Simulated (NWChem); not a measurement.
All runs are NWChem calculations. System: HISSi, charge 1, spin multiplicity 2, at the geometry of a parent with another charge or spin, in a state set for the comparison that need not be this species' ground state. Its SCF solution wasn't tested for a lower state. Level: UMP2/def2-TZVPD with def2 effective core potentials on I, 14 core orbitals frozen.

Output (cleaned and shortened):

```
             Northwest Computational Chemistry Package (NWChem) 7.3.0
             --------------------------------------------------------

                                NWChem Input Module
                                -------------------

 Scaling coordinates for geometry "geometry" by  1.889725989
 (inverse scale =  0.529177249)

 Turning off AUTOSYM since
 SYMMETRY directive was detected!

                             Geometry "geometry" -> ""
                             -------------------------

 Output coordinates in angstroms (scale by  1.889725989 to convert to a.u.)

  No.       Tag          Charge          X              Y              Z
 ---- ---------------- ---------- -------------- -------------- --------------
    1 Si                  14.0000    -1.30092800     0.88440500     0.00000000
    2 I                   53.0000     0.31477400    -1.05080300     0.00000000
    3 S                   16.0000     0.14594800     2.49070100     0.00000000
    4 H                    1.0000    -0.80520100     3.45968700     0.00000000

 Effective nuclear repulsion energy (a.u.)     352.2421196003

            Nuclear Dipole moment (a.u.)
            ----------------------------
        X                 Y               Z
 ---------------- ---------------- ----------------
    -0.0000056692     0.0000264562     0.0000000000

      Symmetry information
      --------------------

 Group name             Cs
 Group number              2
 Group order               2
 No. of unique centers     4

      Symmetry unique atoms

     1    2    3    4


 Summary of "ao basis" -> "" (spherical)
 ------------------------------------------------------------------------------
       Tag                 Description            Shells   Functions and Types
 ---------------- ------------------------------  ------  ---------------------
 *                         def2-tzvpd                 on all atoms

 Summary of "ao basis" -> "ao basis" (spherical)
 ------------------------------------------------------------------------------
       Tag                 Description            Shells   Functions and Types
 ---------------- ------------------------------  ------  ---------------------
 Si                        def2-tzvpd               15       43   6s5p3d1f
 I                         def2-tzvpd               19       59   7s6p4d2f
 S                         def2-tzvpd               16       46   6s6p3d1f
 H                         def2-tzvpd                5        9   3s2p

                                 NWChem SCF Module
                                 -----------------

  ao basis        = "ao basis"
  functions       =   157
  atoms           =     4
  alpha electrons =    28
  beta  electrons =    27
  charge          =   1.00
  wavefunction    = UHF
  use symmetry    = T
  symmetry adapt  = T

 Summary of "ao basis" -> "ao basis" (spherical)
 ------------------------------------------------------------------------------
       Tag                 Description            Shells   Functions and Types
 ---------------- ------------------------------  ------  ---------------------
 Si                        def2-tzvpd               15       43   6s5p3d1f
 I                         def2-tzvpd               19       59   7s6p4d2f
 S                         def2-tzvpd               16       46   6s6p3d1f
 H                         def2-tzvpd                5        9   3s2p

      Symmetry analysis of basis
      --------------------------

        a'        106
        a"         51

 Forming initial guess at       0.1s

   Symmetry analysis of molecular orbitals - initial alpha
   -------------------------------------------------------

  Numbering of irreducible representations:

     1 a'          2 a"

  Orbital symmetries:

     1 a'          2 a'          3 a'          4 a'          5 a'
     6 a'          7 a"          8 a'          9 a'         10 a'
    11 a"         12 a"         13 a'         14 a'         15 a'
    16 a'         17 a"         18 a"         19 a'         20 a'
    21 a'         22 a'         23 a'         24 a'         25 a"
    26 a'         27 a'         28 a"         29 a"         30 a'
    31 a'         32 a'         33 a'         34 a"         35 a'
[...]
  --------------------------------------

    Atom       Charge   Shell Charges
 -----------   ------   -------------------------------------------------------
    1 Si  14    13.34   2.00  0.59  1.38  1.06  0.58 -0.02  4.10  1.74  0.39  1.02  0.23  0.07  0.20 -0.03  0.03
    2 I   25    24.73   0.19 -0.77  1.58  1.00  1.13  0.84 -0.01 -0.49  6.44  1.29  2.80  0.70 -0.01  9.23  0.76  0.06 -0.02  0.01  0.00
    3 S   16    16.25   2.01  0.49  1.48  1.07  0.86  0.03  4.18  1.69  0.85  2.34  1.12  0.01  0.03  0.08  0.01  0.01
    4 H    1     0.67   0.22  0.47 -0.04  0.03 -0.00

  Mulliken analysis of the alpha density
  --------------------------------------

    Atom       Charge   Shell Charges
 -----------   ------   -------------------------------------------------------
    1 Si  14     6.90   1.00  0.30  0.69  0.59  0.31 -0.01  2.06  0.87  0.22  0.62  0.13  0.03  0.10 -0.02  0.02
    2 I   25    12.56   0.09 -0.38  0.79  0.50  0.56  0.42 -0.01 -0.25  3.23  0.70  1.53  0.36 -0.01  4.61  0.38  0.03 -0.01  0.00  0.00
    3 S   16     8.20   1.00  0.24  0.74  0.53  0.43  0.01  2.09  0.84  0.44  1.23  0.57  0.00  0.02  0.04  0.00  0.00
    4 H    1     0.34   0.11  0.24 -0.02  0.01 -0.00

   Mulliken analysis of the beta density
   -------------------------------------

    Atom       Charge   Shell Charges
 -----------   ------   -------------------------------------------------------
    1 Si  14     6.44   1.00  0.29  0.69  0.47  0.27 -0.01  2.05  0.87  0.17  0.40  0.10  0.03  0.10 -0.02  0.01
    2 I   25    12.17   0.09 -0.39  0.79  0.50  0.56  0.42 -0.01 -0.24  3.22  0.59  1.27  0.34 -0.01  4.62  0.38  0.03 -0.01  0.00  0.00
    3 S   16     8.05   1.00  0.24  0.74  0.54  0.43  0.02  2.09  0.85  0.41  1.12  0.55  0.00  0.02  0.04  0.01  0.00
    4 H    1     0.34   0.11  0.23 -0.02  0.01  0.00

   Mulliken analysis of the spin density
   -------------------------------------

    Atom       Charge   Shell Charges
 -----------   ------   -------------------------------------------------------
    1 Si  14     0.46   0.00  0.00 -0.01  0.12  0.05 -0.00  0.01 -0.01  0.05  0.22  0.03  0.00 -0.00  0.00  0.00
    2 I   25     0.39  -0.00  0.00 -0.00 -0.00 -0.00  0.01  0.00 -0.00  0.01  0.12  0.25  0.02  0.00 -0.01  0.01 -0.01 -0.00  0.00  0.00
    3 S   16     0.15   0.00  0.00 -0.00 -0.00  0.01 -0.00  0.01 -0.00  0.03  0.11  0.02 -0.00 -0.00 -0.00 -0.00  0.00
    4 H    1    -0.00   0.00  0.00 -0.00  0.00 -0.00

       Multipole analysis of the density wrt the origin
       ------------------------------------------------

     L   x y z        total         alpha         beta         nuclear
     -   - - -        -----         -----         ----         -------
     0   0 0 0      1.000000    -28.000000    -27.000000     56.000000

     1   1 0 0     -1.562069      8.416330      6.677031    -16.655431
     1   0 1 0      1.685421    -27.447057    -26.467981     55.600459
     1   0 0 1      0.000000      0.000000     -0.000000      0.000000

     2   2 0 0    -29.260012    -69.006320    -57.243869     96.990177
     2   1 1 0     -6.235304     37.267205     32.726629    -76.229138
     2   1 0 1     -0.000000     -0.000000      0.000000      0.000000
     2   0 2 0    -23.447498   -283.282829   -275.045761    534.881091
     2   0 1 1      0.000000      0.000000     -0.000000      0.000000
     2   0 0 2    -36.955717    -18.992656    -17.963061      0.000000

                   NWChem MP2 Semi-direct Energy/Gradient Module
                   ---------------------------------------------

  Basis functions       =    157
  Molecular orbitals    =    157
  Frozen core           =     14
  Frozen virtuals       =      0
  Active alpha occupied =     14
  Active beta occupied  =     13
  Active alpha virtual  =    129
  Active beta virtual   =    130
  Use MO symmetry       = T
  Use skeleton AO sym   = T

  AO/Fock/Back tols     =   1.0D-09  1.0D-09  1.0D-09

 GA uses MA = F    GA memory limited = T

 Available:
  local mem=  1.26D+08
 global mem=  1.44D+08
 local disk=  0.00D+00
  mp2_memr nvloc                   129
  nvloc new                   129
   1 passes of  14:        5242880                     140547                  73229605.
   1 passes of  14: M    126134494           G      144129902           F     120891614.

 Semi-direct pass number   1 of   1  for UHF alpha       at       12.9s
  vrange nnbf                 11919
  mp2_eaftype                   279  avail_ma_in_mb                  1099
 EAF : mp2_eaftype filesize         279   36614802.
  mp2_eaf for mointskh                    279
Node 0 wrote    172.2 Mb in      0.0 s     Agg I/O rate:  8003.2 Mb/s
 Done moints_semi at       20.4s
  mp2_eaftype                   279  avail_ma_in_mb                   820
 EAF : mp2_eaftype filesize         279   36614802.
  mp2_eaf for kh                   279
 Done maket at       20.7s
 Done multipass loop at       20.7s

 GA uses MA = F    GA memory limited = T

 Available:
  local mem=  1.26D+08
 global mem=  1.44D+08
 local disk=  0.00D+00
  mp2_memr nvloc                   130
  nvloc new                   130
   1 passes of  13:        5242880                     134750                  68528751.
   1 passes of  13: M    126134494           G      144129902           F     120891614.

 Semi-direct pass number   1 of   1  for UHF beta        at       20.7s
  vrange nnbf                 11919
  mp2_eaftype                   261  avail_ma_in_mb                  1099
 EAF : mp2_eaftype filesize         261   34264376.
  mp2_eaf for mointskh                    261
Node 0 wrote    161.1 Mb in      0.0 s     Agg I/O rate:  7798.3 Mb/s
 Done moints_semi at       28.0s
  mp2_eaftype                   261  avail_ma_in_mb                   838
 EAF : mp2_eaftype filesize         261   34264376.
  mp2_eaf for kh                   261
 Done maket at       28.3s
 Done multipass loop at       28.3s

          -------------------------------------------
          SCF energy                -983.463879779425
          Correlation energy          -0.740051731889
          Singlet pairs                0.000000000000
          Triplet pairs                0.000000000000
          Total MP2 energy          -984.203931511314
          -------------------------------------------

          ---------------------------------------------------
                    Spin Component Scaled (SCS) MP2
          Same spin pairs                     -0.241543603722
          Same spin scaling factor             0.333333333333
          Opposite spin pairs                 -0.498508128168
          Opposite spin scaling fact.          1.200000000000
          SCS-MP2 correlation energy          -0.678724288375
          Total SCS-MP2 energy              -984.142604067800
          ---------------------------------------------------

 -----------------------
 Performance information
 -----------------------

 Timer overhead =  1.18D-07 seconds/call

               Nr. of calls         CPU time (s)                 Wall time (s)                GFlops
             ---------------    -------------------     ------------------------------   -------------------
Name         Min   Avg   Max    Min     Avg     Max     Min     Avg     Max   Mx/calls   Min     Max     Sum
mp2: moin     2     2     2    15.     15.     15.      15.     15.     15.     7.4      0.0     0.0     0.0
mp2: make     2     2     2   0.60    0.60    0.60     0.60    0.60    0.60    0.30      0.0     0.0     0.0
mp2: tota     1     1     1    15.     15.     15.      15.     15.     15.     15.      0.0     0.0     0.0

 The average no. of pstat calls per process was 5.00D+00
 with a timing overhead of 5.92D-07s

 Task  times  cpu:       28.3s     wall:       28.3s

 Total times  cpu:       28.3s     wall:       28.3s
```

Problem. Write an NWChem input that would produce this output.

Solution. One answer among several that fit: 
```
start mol
memory heap 200 mb stack 900 mb global 1100 mb
charge 1
geometry units angstroms nocenter noautoz
  Si    -1.300928     0.884405     0.000000
  I      0.314774    -1.050803     0.000000
  S      0.145948     2.490701     0.000000
  H     -0.805201     3.459687     0.000000
  symmetry group Cs
end
basis spherical
  * library def2-tzvpd
end
ecp
  I library def2-ecp
end
scf
  uhf
  nopen 1
  maxiter 100
  thresh 1e-7
  semidirect memsize 60000000 filesize 0
  # guess.movecs holds the orbitals of an unrestricted PBE0 run
  vectors input guess.movecs output mol.movecs
end
mp2
  freeze core 14
end
task mp2 energy
```
